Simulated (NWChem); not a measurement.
System: SiHOBrCl₂; SMILES O[Si](Cl)(Cl)Br

```xyz
6

O      0.1552    -0.7244    -1.9143
Si     0.0219    -0.4741    -0.3030
Cl    -1.7098    -1.2834     0.4302
Cl     1.6218    -1.3877     0.5563
Br     0.0299     1.6770     0.1783
H     -0.5243    -0.3549    -2.4882
```
Atoms are numbered in this order, from 1.

The geometry was optimised at PBE0/def2-SVP. B3LYP is NWChem's, with the RPA form of VWN correlation.

Spin-orbit effects, on the heavy nuclei and on their neighbours, are missing.

**Question.** Give the principal values of the shielding tensors (ppm) of O1, Si2, Cl3, Cl4, Br5 from B3LYP/6-31G* (spherical d), GIAO (NWChem), with their diamagnetic and paramagnetic parts as GIAO splits them.

**Answer.** 
| atom | σ11 | σ22 | σ33 | isotropic | diamagnetic | paramagnetic |
|---|---|---|---|---|---|---|
| O1 | 194.4 | 224.2 | 269.2 | 229.2 | 392.9 | -163.6 |
| Si2 | 376.1 | 393.1 | 402.8 | 390.6 | 882.1 | -491.5 |
| Cl3 | 665.2 | 691.2 | 992.5 | 783.0 | 1148.0 | -365.0 |
| Cl4 | 707.7 | 725.7 | 1012.5 | 815.3 | 1148.1 | -332.8 |
| Br5 | 2105.9 | 2152.6 | 2868.8 | 2375.7 | 3124.1 | -748.4 |
